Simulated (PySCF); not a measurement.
How methods differ on the ionisation energy of Cd³⁷⁺

Cd³⁷⁺ [Ne] 3s1 (2S) → Cd³⁸⁺ [Ne] (1S), as a difference of total energies. Computed with PySCF 2.14 in an uncontracted even-tempered set (16 s from 6.2 bohr⁻², ratio 2.5; 10 p from 8.1 bohr⁻², ratio 2.5; 4 d from 30 bohr⁻², ratio 2.7; 4 f from 45 bohr⁻², ratio 2.7), with the non-relativistic Hamiltonian (point nucleus). Correlated levels: outer shells: 1s2 frozen; virtual orbitals above 40 to 60 times the deepest correlated orbital energy dropped. The calculations carry no spin-orbit coupling.

```json
{"method": "UHF", "ionisation energy (eV)": "2425.4"}
{"method": "LDA", "ionisation energy (eV)": "2428.0"}
{"method": "PBE", "ionisation energy (eV)": "2430.3"}
{"method": "PBE0", "ionisation energy (eV)": "2429.2"}
{"method": "r2SCAN", "ionisation energy (eV)": "2424.7"}
{"method": "B2PLYP", "ionisation energy (eV)": "2428.5"}
{"method": "revPBE", "ionisation energy (eV)": "2429.7"}
{"method": "MP2 (outer shells)", "ionisation energy (eV)": "2426.0"}
{"method": "SCS-MP2 (outer shells)", "ionisation energy (eV)": "2425.9"}
```

The gap to the reference is mostly relativistic.

For comparison: 2498.62 ± 0.08 eV (semi-empirical (NIST evaluation); NIST Atomic Spectra Database, ionization energies).
